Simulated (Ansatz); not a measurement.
`[CH3][SnH2][SiH2]F` + H₂ → `F[SiH2][SnH3]` + CH₄  (hydrogenolysis of the Sn–C bond)

Computed with Ansatz on PBE0-D4/def2-TZVP structures; ΔE is electronic, products minus reactants. CBS: MP2 limit from def2 TZ/QZ plus the TZ coupled-cluster correction, frozen cores. This one scheme is used for every species. DFT in def2-TZVPP. B3LYP here is the variant with VWN-RPA as its local correlation; programs differ in this. Elements past krypton have def2 core potentials. For Sn outer-core shells are correlated without core-valence functions, which leaves a few kJ/mol of doubt a bond. One conformer a species, not always the lowest.

Question: Is it downhill or uphill in electronic energy at CCSD(T)/CBS, and by how much? (Best estimate.)

Answer: Ansatz gave: Downhill: ΔE = -38.0 kJ/mol.

Question: What do these levels give: PBE0-D4, ωB97X-V, ωB97M-V, B2PLYP, r2SCAN, PBE0, B3LYP, MP2/def2-TZVPP, CCSD/def2-TZVPP, SCS-MP2/def2-QZVPP, HF/CBS(def2), CCSD/CBS(def2)? (Estimate.)

Answer: The calculation gave: PBE0-D4 -46.7, ωB97X-V -47.4, ωB97M-V -46.2, B2PLYP -48.5, r2SCAN -47.0, PBE0 -51.0, B3LYP -54.7, MP2/def2-TZVPP -35.4, CCSD/def2-TZVPP -47.8, SCS-MP2/def2-QZVPP -38.5, HF/CBS(def2) -67.3, CCSD/CBS(def2) -42.7 kJ/mol.

Largest T1 diagnostic among the species: 0.013.

In def2-TZVPP, CCSD(T) changes the Hartree–Fock value by +24.7 kJ/mol (the triples alone add +4.7 kJ/mol) and MP2 by +32.4 kJ/mol. The D4 term adds +7.7 kJ/mol with B3LYP and +4.3 kJ/mol with PBE0; it sums over pairs of atoms, weighted by their polarisabilities, and B3LYP, whose exchange is more repulsive, gets the larger term. From PBE to PBE0 (25 % exact exchange), in def2-TZVPP and without D4, ΔE moves by −3.5 kJ/mol.
